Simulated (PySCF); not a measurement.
## What settings do to a single point of [ReO3F2]−

The sound run of [ReO3F2]− (singlet) uses PySCF 2.14.0, RKS r2SCAN, Re def2-SVP with ECP60, O def2-SVP, F def2-SVP; non-relativistic Hamiltonian with scalar-relativistic core potentials where named; density fitting; no spin-orbit coupling, grid (50, 194), threshold 1e-8 Eh and 55 cycles, at the relaxed geometry:

```xyz
6

Re   -0.0051    0.0000    0.0000
O    -0.8756    0.0000    1.5019
O    -0.8756    0.0000   -1.5019
O     1.7311    0.0000    0.0000
F    -0.0034    1.9221    0.0000
F    -0.0034   -1.9221    0.0000
```

There Re1 has a Mulliken charge of 1.19 e and the dipole about the centre of mass is 0.00 D. Each run below changes one thing and starts from free metal ions and neutral atoms unless it says otherwise; with 55 cycles, smearing, a level shift and second-order steps follow where DIIS fails, and their cycles count. Energy shifts count from the sound run.

| change | outcome | cycles | energy shift (eV) | largest force component (eV/Å) | charge on Re1 (e) | dipole about the centre of mass (D) |
| --- | --- | --- | --- | --- | --- | --- |
| threshold 0.0001 | converged | 8 | 0.0000 | 0.01 | 1.19 | 0.00 |
| start from a density of up to 30 smeared cycles (not counted) | converged | 9 | 0.0000 | 0.00 | 1.19 | 0.00 |
| cycle limit 5 | not converged | 5 | – | – | – | – |
| grid (99, 590) | converged | 10 | -0.0058 | 0.02 | 1.18 | 0.00 |

Task: How does the run with this change end: spin (2S) set to 8, limit 72 cycles?

Result: outcome not converged, cycles 29.

Forces carry noise of the integration grid, about 0.01 to 0.03 eV/Å.

No frequency check is given that shows the relaxed geometry to be a minimum.
